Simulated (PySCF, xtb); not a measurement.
C₂H₅ClOSi, SMILES [Si@H](C=C)(Cl)O.

GFN2-xTB in xtb 6.7.1 at its own geometry gives an orbital gap of 4.39 eV and a dipole moment of 2.15 D.

Geometry optimised at PBE-D3(BJ)/def2-SVP. The structure was generated by enumeration; whether it is a known compound was not checked. One conformer was computed; it need not be the lowest.

What does PBE/def2-TZVP run with PySCF give? (An estimate is asked for; the answer gives what the named calculation found.)

gap 5.22 eV (levels -7.20 and -1.98 eV), dipole 2.13 D.
